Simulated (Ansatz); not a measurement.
All numbers were calculated with Ansatz.

A structure relaxed at PBE0-D4/def2-TZVP, charge 0, multiplicity 1:

Cartesian coordinates in Å:
```
O 1.995 1.439 -0.479
Al 0.658 0.450 -0.235
O -0.261 0.172 1.206
Si -1.149 -0.851 0.206
H 2.463 1.552 -1.304
H -1.128 -2.290 0.590
H -2.577 -0.472 0.016
```

(1) Give its formula and SMILES.

(2) Point group (tolerance 0.08 Å, 0.16 Å for H)?

(3) Summarise the bond lengths by kind.

## Answers

(1) AlH3O2Si, `[OH][Al]1[O][SiH2]1`.

(2) Cs.

(3) 2 × Al–O 1.681 to 1.732 Å; 1 × H–O 0.955 Å; 1 × Al–Si 2.270 Å; 1 × O–Si 1.684 Å; 2 × H–Si 1.489 Å.
